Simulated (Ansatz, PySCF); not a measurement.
Reaction (SMILES): C[Si](C)(Br)Br + 3 [SiH4] (SiH4) → 2 C[SiH3] [methylsilane] + 2 [SiH3]Br [bromosilane]
Structures are relaxed separately at B3LYP-D3(BJ)/def2-TZVP in Ansatz (an electronic-structure program). Frequencies are from Ansatz or PySCF.
Geometry of the first species:
SMILES: [Si](C)(Br)(Br)C
```xyz
11

Si    -0.0983    -0.7017     0.0412
C     -1.7721    -1.4744     0.2644
C      1.2961    -1.9236    -0.0647
Br     0.2882     0.6722     1.7698
Br    -0.1216     0.5174    -1.8397
H     -2.5462    -0.7092     0.3195
H     -1.9947    -2.1342    -0.5766
H     -1.7945    -2.0586     1.1865
H      1.1428    -2.5935    -0.9131
H      1.3429    -2.5179     0.8500
H      2.2491    -1.4113    -0.1948
```
Charge 0, spin multiplicity 1.

Wanted: bond separation energy (enthalpy at 298 K, with B3LYP-D3(BJ) rigid-rotor harmonic-oscillator terms), in kJ/mol. Valence correlation only, unless marked. Spin-orbit coupling is left out. The frozen core is the preceding noble-gas configuration, with the filled d and f shells of earlier blocks. No relativistic terms. Basis-set limits of correlation are two-point, X^-3; Hartree-Fock from the larger set. The bracket is a focal-point correction in the basis named.

```
level         program  bond separation energy (kJ/mol)
------------  -------  -------------------------------
HF/def2-SVPD   Ansatz                             25.3
```

**Question.** Predict the RI-MP2/CBS(def2-TZVPPD,def2-QZVPPD)+[CCSD(T)-MP2]/def2-TZVPPD result (Ansatz).

**Answer.** 36.9 kJ/mol
